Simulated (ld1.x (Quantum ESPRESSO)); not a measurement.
## mercury (Hg): excitation energies, all-electron against TM

* Element: Hg
* Generator: ld1.x (Quantum ESPRESSO) 7.5
* Type: norm-conserving Troullier–Martins (Kleinman–Bylander form)
* Functional: PBE
* Relativity: scalar-relativistic
* Frozen core: [Kr] 4d10 4f14
* Valence charge: 20
* Reference configuration: 5s2 5p6 5d10 6s1.5 6p0.5
* Partial waves: 5p (bound): rc 1.20 bohr; 5d (bound): rc 1.70 bohr; 5s (bound): rc 1.05 bohr
* Local potential: the s channel
* Core correction: none

Occupied shells without a wave of their own: 6p, 6s. They enter only through the test configuration that unscreens the potential.

Energies are relative to the spin-unpolarised reference configuration 5s2 5p6 5d10 6s1.5 6p0.5; without spin polarisation the order of configurations can differ from experiment. The frozen-core shift is the all-electron ΔE with the core orbitals held at their reference shape minus the fully relaxed ΔE.

| valence configuration | charge | ΔE all-electron (eV) | error AE − PS (meV) | frozen-core shift (meV) |
| --- | --- | --- | --- | --- |
| 5s2 5p6 5d10 6s1 6p0 | +1 | 7.740 | -175 | +3.0 |
| 5s2 5p6 5d10 6s0 6p0 | +2 | 26.715 | -579 | +9.4 |
| 5s1 5p6 5d10 6s2 6p0 | +1 | 122.581 | +36 | +139 |
| 5s2 5p6 5d10 6s0 6p1 | +1 | 15.150 | -449 | +4.7 |
| 5s2 5p5 5d10 6s2 6p0 | +1 | 70.325 | +58 | +90 |
| 5s2 5p6 5d10 6s1 6p1 | 0 | 3.091 | -118 | +0.8 |

**Question.** What are ΔE and the potential's error for 5s2 5p6 5d10 6s2 6p0?

**Answer.** ΔE = -2.948 eV all-electron; the error (AE − PS) is +111 meV.

Levels in the configuration 5s2 5p6 5d10 6s0 6p1:

| level | all-electron (eV) | pseudo (eV) |
| --- | --- | --- |
| 5s | -129.146 | -129.320 |
| 5p | -77.518 | -77.675 |
| 5d | -20.608 | -20.733 |
| 6p | -8.380 | -8.479 |

The 6p, 6s levels have no wave, so the channel is fitted at the deeper level alone: the likely source of the large errors. A variational frozen-core shift is positive and of second order in the change. This column holds negative values, so the frozen-core run of ld1.x carries numerical noise or an error of first order here, and the column gives no more than the rough size of the effect.
